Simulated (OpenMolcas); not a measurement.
## Re3+: moving or changing the point charges

Re3+ among 6 point charges of -1.7 e arranged as an octahedron (Oh), 2.26 Å from the ion.
```
   2.2600    0.0000    0.0000  -1.70
   0.0000    2.2600    0.0000  -1.70
  -2.2600    0.0000    0.0000  -1.70
   0.0000   -2.2600    0.0000  -1.70
   0.0000    0.0000    2.2600  -1.70
   0.0000    0.0000   -2.2600  -1.70
```

```json
{"Program": "OpenMolcas 26.06", "Method": "CASSCF", "Basis": "ANO-RCC-VDZP [7s6p4d2f1g]", "Scalar Hamiltonian": "DKH2, point nucleus", "Active space": "4 electrons in 5 orbitals (5d)", "State averaging": "2S+1 = 5 even, 5 roots; 2S+1 = 3 even, 45 roots; 2S+1 = 1 even, 50 roots", "Spin-orbit coupling": "RASSI with atomic mean-field integrals over the reference wave functions"}
```

Runs around this geometry, states (labels of O, the rotations of Oh). Energies in cm-1 above the lowest state or level, χT in cm3 K/mol; 10Dq and B are least-squares fits to the states below 45000 cm-1, weighted by degeneracy, with a free offset, and given where the rms deviation is under 5 % of |10Dq| (or 100 cm-1) and under 700 cm-1.

```json
{"R (Å)": "2.26", "q (e)": "-1.1", "Ground state": "5E", "First state of that spin": "5T2 5273", "10Dq": "", "B (rms of fit)": "", "First gap with spin-orbit (degeneracies)": "2968 (1, 3)", "χT at 300 K": "0.116", "First state of another spin": "3T1 12462"}
{"R (Å)": "2.06", "q (e)": "-1.7", "Ground state": "5E", "First state of that spin": "5T2 12356", "10Dq": "12845", "B (rms of fit)": "758 (233)", "First gap with spin-orbit (degeneracies)": "3086 (1, 3)", "χT at 300 K": "0.179", "First state of another spin": "3T1 5718"}
{"R (Å)": "2.26", "q (e)": "-1.7", "Ground state": "5E", "First state of that spin": "5T2 8153", "10Dq": "8544", "B (rms of fit)": "775 (137)", "First gap with spin-orbit (degeneracies)": "2959 (1, 3)", "χT at 300 K": "0.146", "First state of another spin": "3T1 9793"}
{"R (Å)": "2.48", "q (e)": "-1.7", "Ground state": "5E", "First state of that spin": "5T2 5332", "10Dq": "", "B (rms of fit)": "", "First gap with spin-orbit (degeneracies)": "2981 (1, 3)", "χT at 300 K": "0.116", "First state of another spin": "3T1 12413"}
```

Taking the first state of the same spin as R^-n, n = -ln(5332 / 12356) / ln(2.48 / 2.06) = 4.5 between the shortest and longest distance.

Scaling the charges by -1.1 / -1.7 = 0.65 scales the first state of the same spin by 5273 / 8153 = 0.65; with fixed orbitals a first-order splitting would follow the charge.

Without dynamic correlation the repulsion within the d shell is too large (B by tens of per cent), so at a given field states of lower spin stand too high. This shell can be high or low spin here, a state of another spin lies low, and with metal d orbitals alone active their balance is uncertain, so the ground spin may be wrong. Point charges give a weaker field than real ligands, and real ions of this kind are as a rule low spin; the high spin found here belongs to the model. Spin-orbit coupling mixes the spin-free states strongly: the lowest level takes only 46 % from its leading state, 5E (figures for R = 2.26, q = -1.1; the like holds for R = 2.06, q = -1.7, R = 2.26, q = -1.7, R = 2.48, q = -1.7). This field is weak: 10Dq is about 5559 cm-1, while octahedral complexes of 5d ions of charge 3 and more, computed by the same method with explicit ligands, had a median near 35000 cm-1. Ground spin and moment need not be those of a real site (figures for R = 2.26, q = -1.1; the like holds for R = 2.06, q = -1.7, R = 2.26, q = -1.7, R = 2.48, q = -1.7). This is an electrostatic model: the charges have no orbitals. No measured value stands beside these numbers.
